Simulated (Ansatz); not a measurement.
C2H9NOSi can be A, `OCCN[SiH3]`, or B, `NCCO[SiH3]`.

Computed with Ansatz on PBE0-D4/def2-TZVP structures; ΔE is electronic, products minus reactants. CCSD(T)/CBS is the MP2 limit (def2-TZVPP, def2-QZVPP) plus CCSD(T) − MP2 in def2-TZVPP, frozen cores. Functionals use def2-TZVPP. B3LYP here is the variant with VWN-RPA as its local correlation; programs differ in this. Each species was taken in one conformer, which may not be the lowest.

Task: Which isomer does CCSD(T)/CBS put lower? Give the gap. (Estimate.)

Result: Ansatz gave: B, by 43.5 kJ/mol.

Task: Give E(B) − E(A) in kJ/mol with PBE0-D4, PBE-D4, B3LYP-D4, B2PLYP, LDA (SPW92), CCSD(T)/def2-TZVPP, ωB97M-V. (Best estimate.)

Result: Computed: PBE0-D4 -38.1, PBE-D4 -36.4, B3LYP-D4 -43.4, B2PLYP -44.9, LDA (SPW92) -33.9, CCSD(T)/def2-TZVPP -43.7, ωB97M-V -42.0. None reverses the order clearly.

Task: Does the order hold for the free energy at 298.15 K (harmonic terms from PBE0-D4)? (Estimate.)

Result: Ansatz gave: Yes: G(B) − G(A) = -42.4 kJ/mol, for one conformer each. Modes under 60 cm⁻¹, often nearly free rotors, make the harmonic entropy too high.

Largest T1 diagnostic: 0.010.

At CCSD(T), def2-SVP lies +4.4 kJ/mol from the extrapolated value and def2-TZVPP −0.2 kJ/mol. Leaving LDA and LC-ωPBE aside and taking each functional with its dispersion term where it has one, the values, not all of them listed here, spread over 10.2 kJ/mol, from BHLYP-D4 to revPBE-D4. LDA lies +3.0 kJ/mol from PBE without D4.
